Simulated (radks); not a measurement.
All-electron atom: Hg2+ in [Xe] 4f14 5d10. Method: scalar-relativistic Kohn-Sham, XLYP, spin-unpolarised, spherical densities, finite nucleus; Fermi nuclear charge, rms radius 5.4648 fm; computed with a radial shooting solver on a logarithmic mesh with Libxc functionals.

Radial electron density D(r) = 4 pi r^2 rho(r):

```
   r/bohr * D(r) (the largest magnitude, 151, reaches the edge; | marks zero)
 0.001476 |      *
 0.001704 |        *
 0.001952 |         *
 0.002255 |           *
 0.002604 |              *
 0.003007 |                *
 0.003473 |                   *
 0.003979 |                      *
 0.004595 |                          *
 0.005307 |                             *
 0.006129 |                                *
 0.007022 |                                   *
 0.008109 |                                     *
 0.009365 |                                       *
  0.01082 |                                        *
  0.01249 |                                       *
  0.01431 |                                      *
  0.01653 |                                     *
  0.01909 |                                   *
  0.02204 |                                   *
  0.02546 |                                    *
  0.02917 |                                       *
  0.03368 |                                            *
   0.0389 |                                                 *
  0.04493 |                                                     *
  0.05189 |                                                      *
  0.05944 |                                                    *
  0.06865 |                                                *
  0.07928 |                                            *
  0.09156 |                                          *
   0.1057 |                                            *
   0.1211 |                                                *
   0.1399 |                                                  *
   0.1616 |                                                *
   0.1866 |                                         *
   0.2155 |                                *
   0.2469 |                            *
   0.2852 |                            *
   0.3293 |                               *
   0.3803 |                                 *
   0.4392 |                             *
   0.5032 |                      *
   0.5812 |               *
   0.6712 |           *
   0.7751 |        *
   0.8881 |       *
    1.026 |      *
    1.184 |     *
    1.368 |   *
     1.58 |  *
     1.81 | *
     2.09 |*
    2.414 |*
    2.788 *
     3.22 *
    3.689 *
     4.26 *
     4.92 *
```

D(r) has 4 maxima, at r = 0.0110, 0.0511, 0.142, 0.368 bohr, and minima at 0.0213, 0.0916, 0.261 bohr, inside which lie 1.88, 11.02, 30.06 electrons.
